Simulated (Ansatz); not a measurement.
Start from `[CH3][In]([F])[C]#N` and change one atom or group to get `[CH3][In]([Cl])[C]#N`.

Ansatz, PBE0-D4/def2-TZVP geometries, multiplicity 1. 

Elements past krypton have def2 core potentials.

```tsv
property	`[CH3][In]([F])[C]#N`
LUMO energy (B3LYP/def2-TZVPP) / eV	-2.46
HOMO–LUMO gap (PBE/def2-TZVPP) / eV	4.88
LUMO energy (ωB97M-V/def2-TZVPP) / eV	-0.54
HOMO–LUMO gap (B3LYP/def2-TZVPP) / eV	6.56
size of the dipole moment (PBE/def2-TZVPP) / D	5.04
LUMO energy (PBE0/def2-TZVPP) / eV	-2.16
```

What does the change do to each property? (Best estimate.)

Computed: 
```json
{"property": "LUMO energy (B3LYP/def2-TZVPP) / eV", "`[CH3][In]([Cl])[C]#N`": "-2.54", "shift": "-0.08"}
{"property": "HOMO–LUMO gap (PBE/def2-TZVPP) / eV", "`[CH3][In]([Cl])[C]#N`": "4.42", "shift": "-0.46"}
{"property": "LUMO energy (ωB97M-V/def2-TZVPP) / eV", "`[CH3][In]([Cl])[C]#N`": "-0.61", "shift": "-0.07"}
{"property": "HOMO–LUMO gap (B3LYP/def2-TZVPP) / eV", "`[CH3][In]([Cl])[C]#N`": "5.98", "shift": "-0.58"}
{"property": "size of the dipole moment (PBE/def2-TZVPP) / D", "`[CH3][In]([Cl])[C]#N`": "4.75", "shift": "-0.29"}
{"property": "LUMO energy (PBE0/def2-TZVPP) / eV", "`[CH3][In]([Cl])[C]#N`": "-2.26", "shift": "-0.10"}
```

With PBE0 the HOMO rises by 0.47 eV and the LUMO falls by 0.10 eV, so the gap narrows by about 0.57 eV. PBE moves the HOMO by 0.37 eV and ωB97M-V by 0.49 eV. Dipoles are sizes alone; their direction can turn.

B3LYP here is the variant with VWN-RPA as its local correlation; programs differ in this.
